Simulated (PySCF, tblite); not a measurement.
Isomers of C2H10F3PSi3, one GFN2-xTB conformer each. Single-point energies are computed at PBE0/pcSseg-1 (PySCF, gas phase, no added dispersion term), electronic only.

Task: Rank them by PBE0/pcSseg-1 energy, lowest first (kJ/mol).
A. `[F:1][C:2]([F:3])([F:4])[SiH2:5][CH2:6][SiH2:7][PH:8][SiH3:9]` with C2–Si5–C6–Si7 -57°, Si5–C6–Si7–P8 -165°, C6–Si7–P8–Si9 -172°
B. `[F:1][SiH2:2][C:3]([F:4])([F:5])[CH2:6][SiH2:7][PH:8][SiH3:9]` with F1–Si2–C3–F4 -165°, Si2–C3–C6–Si7 179°, C3–C6–Si7–P8 172°, C6–Si7–P8–Si9 173°

Result: B (0.0), A (95.4).

As drawn, the lower has an Si–F bond, which the higher lacks. GFN2-xTB itself gives, in the same order: 0.0, 186.9. Both levels put the same isomer lowest.

Task: Which frontier levels, dipoles and rotational constants go with these structures?

Result: 
| SMILES | HOMO (eV, PBE0/pcSseg-1) | LUMO (eV) | dipole (D) | A, B, C (MHz) |
| --- | --- | --- | --- | --- |
| F[SiH2]C(F)(F)C[SiH2]P[SiH3] | -7.38 | -0.30 | 0.67 | 2004, 295.3, 276.9 |
| FC(F)(F)[SiH2]C[SiH2]P[SiH3] | -7.40 | -0.22 | 1.87 | 1877, 303.6, 281.6 |

Task: What happens when harmonic zero-point energies from GFN2-xTB frequencies are added?

Result: 
```tsv
SMILES	ZPE (kJ/mol)	electronic (kJ/mol)	with ZPE (kJ/mol)
F[SiH2]C(F)(F)C[SiH2]P[SiH3]	282.1	0.0	0.0
FC(F)(F)[SiH2]C[SiH2]P[SiH3]	278.8	95.4	92.1
```

The zero-point energies span 3.3 kJ/mol. The order is unchanged.
